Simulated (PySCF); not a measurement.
Species: C6H8FO2 (doublet state).
SMILES with atom numbers: `[CH2:1]=[C:2]([CH:3][F:4])[CH2:5][O:6][C:7]([CH3:8])=[O:9]` (hydrogens: H10, H11 on C1; H12 on C3; H13, H14 on C5; H15, H16, H17 on C8)

Cartesian coordinates in Å at the GFN2-xTB level; atoms count from 1:
```
atom  x, y, z in Å
C1    -0.184   -1.543    1.525
C2    -1.149   -0.949    0.755
C3    -2.477   -1.310    0.853
F4    -3.412   -0.720    0.093
C5    -0.810    0.133   -0.241
O6     0.586    0.404   -0.232
C7     1.012    1.348   -1.082
C8     2.502    1.530   -0.971
O9     0.285    1.953   -1.822
H10    0.844   -1.250    1.437
H11   -0.439   -2.312    2.231
H12   -2.875   -2.061    1.513
H13   -1.115   -0.171   -1.250
H14   -1.360    1.053   -0.004
H15    2.758    1.815    0.047
H16    2.827    2.299   -1.665
H17    2.999    0.590   -1.197
```

The hyperfine couplings belong to this conformer and change with its torsions.

Method: UKS B3LYP, pcH-1 on C F H O, non-relativistic, mean-field spin-orbit, GIAO in PySCF. Isolated species at its GFN2-xTB geometry (one conformer only). GFN2-xTB frequencies show an imaginary mode (26i cm⁻¹), so this geometry is no minimum at that level. A GFN2-xTB geometry isn't a minimum of the functional, and hyperfine couplings can be far from their values at a DFT geometry. Stability of the SCF solution: not tested. ⟨S²⟩ is 0.777 where a pure state has 0.75.

Q: Where do the isotropic ENDOR lines of C3, C1, C2, C5, F4, H12, H10, H11 and H13/H14 fall at 348.3 mT, to first order?

A: For S = 1/2 in fast tumbling each set of equivalent nuclei gives two lines, ν± = |νn ± a/2| to first order, with νn = g_N μN B/h and μN/h = 7.62259 MHz/T.

| nuclei | isotope | g_N | νn (MHz) | a_iso (MHz) | lower line (MHz) | upper line (MHz) |
| --- | --- | --- | --- | --- | --- | --- |
| C3 | 13C | 1.4048 | 3.73 | 66.48 | 29.51 | 36.97 |
| C1 | 13C | 1.4048 | 3.73 | 52.39 | 22.47 | 29.93 |
| C2 | 13C | 1.4048 | 3.73 | -49.96 | 21.25 | 28.71 |
| C5 | 13C | 1.4048 | 3.73 | 6.21 | 0.62 | 6.84 |
| F4 | 19F | 5.2577 | 13.96 | 104.59 | 38.33 | 66.25 |
| H12 | 1H | 5.5857 | 14.83 | -46.46 | 8.40 | 38.06 |
| H10 | 1H | 5.5857 | 14.83 | -42.29 | 6.32 | 35.98 |
| H11 | 1H | 5.5857 | 14.83 | -38.71 | 4.53 | 34.18 |
| H13/H14 | 1H | 5.5857 | 14.83 | -16.41 | 6.63 | 23.03 |

The rows for 13C, of low natural abundance, apply to labelled samples.

Q: Which pairs are centred on the nuclear Larmor frequency, and which on half the coupling?

A: Centred on νn, since |a| < 2νn: C5 and H13/H14. Centred on |a|/2 and split by 2νn: C3, C1, C2, F4, H12, H10 and H11.

Q: At what field would the lower line of H11 fall to zero frequency?

A: Where νn = |a|/2, that is B = 19.35 MHz/(5.5857 × 7.62259 MHz/T) = 455 mT, as far as first order holds there.

Nuclei that the bonding pattern makes equivalent are averaged, as if the motion that swaps them (rotation, inversion, ring flip) were fast.

Time: 2.6 min of wall time (with the writing of density and orbital grids); peak memory 1.1 GiB. Hardware: Arm Neoverse N1, one thread, shared host with 64 logical CPUs at a one-minute load of 48.
